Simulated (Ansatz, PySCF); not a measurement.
Pair of molecules: H2O (SMILES O) (first 3 atoms) with PH3 (SMILES P); geometry from B3LYP-D3(BJ)/def2-TZVP, rigid monomers moved along the line of their centres of mass till H2···P4 is 3.62 Å.
(charge 0, multiplicity 1):
```xyz
7

O      0.26316    -0.07788    -0.54252
H      0.12421     0.00006     0.41182
H      1.14487     0.27479    -0.69841
P     -0.69063     0.19741     3.92913
H     -0.05492    -0.51967     4.97157
H     -0.81811     1.39271     4.67749
H     -1.98814    -0.27171     4.24548
```

Interaction energies are E(AB) − E(A) − E(B) at the monomers' geometry in the complex; basis-set methods are counterpoise corrected.

Frozen-core correlation. CBS: X⁻³ extrapolation of the correlation energy, Hartree–Fock from the larger set.

Codes used: Ansatz (Gaussian basis) for Hartree–Fock, density functionals and correlated methods; PySCF for the dispersion terms. Values without a source in brackets are computed.

PBE/def2-TZVPPD gives -5.2 kJ/mol for the interaction energy.

Task: Where do these levels fall relative to PBE: PBE-D3(BJ)/def2-TZVPPD, r2SCAN/def2-TZVPPD, B3LYP/def2-TZVPPD, wB97M-V/def2-TZVPPD, MP2/CBS(aug-cc-pV(D+d)Z, aug-cc-pV(T+d)Z), CCSD(T)/CBS(aug-cc-pV(D+d)Z, aug-cc-pV(T+d)Z).

Result: PBE-D3(BJ)/def2-TZVPPD -0.9; r2SCAN/def2-TZVPPD 0.5; B3LYP/def2-TZVPPD 1.2; wB97M-V/def2-TZVPPD 0.1; MP2/CBS(aug-cc-pV(D+d)Z, aug-cc-pV(T+d)Z) -0.1; CCSD(T)/CBS(aug-cc-pV(D+d)Z, aug-cc-pV(T+d)Z) 0.0 kJ/mol. 3 of 6 lie above PBE; the widest gap is to B3LYP/def2-TZVPPD.

Ansatz is a first-principles code.
